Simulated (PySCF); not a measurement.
CBr₄: calculation against measurement

Isolated CBr₄, optimised in PySCF with density fitting and no spin–orbit coupling; def2 sets carry scalar-relativistic core potentials from Rb on. All levels below give a singlet of Td symmetry: B3LYP/def2-TZVP C–Br 1.956 Å (×4); PBE/def2-SVP C–Br 1.957 Å (×4).

Counting electrons, carbon keeps none of its valence electrons outside its bonds, so the VSEPR class is AX4 and the expected shape is tetrahedral (Td), as computed.

Q: The tabulated gas-phase entropy at 298.15 K and 1 bar is 358.00 J/(mol K) (Chase, 1998, NIST Chemistry WebBook). What do rigid-rotor harmonic-oscillator sums give?

A: B3LYP/def2-TZVP 358.7, PBE/def2-SVP 359.6 J/(mol K).

Q: ΔfH°(298 K) is 50.21 kJ/mol (Chase, 1998, NIST Chemistry WebBook), and for the gaseous atoms C 716.9, Br 111.8 kJ/mol (tabulated in the package mendeleev). Compare the atomisation enthalpy with the calculations.

A: From the tables it is 716.9 + 4 × 111.8 − (50.2) = 1114 kJ/mol. To a computed De one adds −ZPE (-17.7), the atoms' spin–orbit lowering from NIST levels (-59.1) and the thermal terms (10.8), all taken at B3LYP/def2-TZVP.
```json
{"level": "B3LYP/def2-TZVP", "De (kJ/mol)": "1031", "ΔatH°(298 K)": "965", "computed − tabulated": "-149"}
{"level": "PBE/def2-SVP", "De (kJ/mol)": "1196", "ΔatH°(298 K)": "1130", "computed − tabulated": "16"}
```
